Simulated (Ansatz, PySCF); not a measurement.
C3H6BNO, SMILES CC#CB(N)O. Atoms are numbered in the order given.

```xyz
12

C      3.0114     0.0526     0.3661
C      1.5568     0.0291     0.1895
C      0.3499     0.0042     0.0443
B     -1.1940    -0.0045    -0.1545
N     -1.9718    -1.0655     0.3445
O     -1.8258     1.0214    -0.8199
H      3.4079     1.0727     0.2445
H      3.5031    -0.5955    -0.3762
H      3.2901    -0.3066     1.3691
H     -2.9766    -1.0936     0.2278
H     -1.5746    -1.8496     0.8415
H     -1.2012     1.6897    -1.1166
```

Geometry: ωB97X-D3(BJ)/def2-SVP. This is a generated structure with no PubChem entry under its InChIKey; it may be hypothetical. The values are those of a single conformer.

Two levels are set side by side: PBE-D3(BJ)/def2-SVP (Ansatz, a first-principles code) and ωB97X-D3(BJ)/def2-SVP (PySCF). Each level has its own optimised geometry; the coordinates shown are those of the second. Differences are taken from unrounded values.

| quantity | ωB97X-D3(BJ) |
|---|---|
| mean bond length (Å) | 1.210 |
| bond C1–C2 (Å) | 1.465 |
| bond C2–C3 (Å) | 1.216 |
| bond C3–B4 (Å) | 1.557 |
| bond B4–N5 (Å) | 1.407 |
| bond B4–O6 (Å) | 1.376 |
| bond C1–H7 (Å) | 1.101 |
| bond C1–H8 (Å) | 1.101 |
| bond C1–H9 (Å) | 1.101 |
| bond N5–H10 (Å) | 1.012 |
| bond N5–H11 (Å) | 1.010 |
| bond O6–H12 (Å) | 0.962 |

Question: What does PBE-D3(BJ) give, and how far is it from ωB97X-D3(BJ)? (Estimate from the structure and the level; the computed values follow.)

Answer: 
| quantity | PBE-D3(BJ) | PBE-D3(BJ) minus ωB97X-D3(BJ) |
|---|---|---|
| mean bond length (Å) | 1.216 | 0.006 |
| bond C1–C2 (Å) | 1.456 | -0.010 |
| bond C2–C3 (Å) | 1.231 | 0.016 |
| bond C3–B4 (Å) | 1.545 | -0.011 |
| bond B4–N5 (Å) | 1.413 | 0.006 |
| bond B4–O6 (Å) | 1.386 | 0.010 |
| bond C1–H7 (Å) | 1.110 | 0.009 |
| bond C1–H8 (Å) | 1.111 | 0.009 |
| bond C1–H9 (Å) | 1.110 | 0.009 |
| bond N5–H10 (Å) | 1.019 | 0.008 |
| bond N5–H11 (Å) | 1.017 | 0.007 |
| bond O6–H12 (Å) | 0.972 | 0.010 |

Exact exchange shortens and stiffens bonds; PBE has none. Differences between two approximate levels are no errors against the true value.
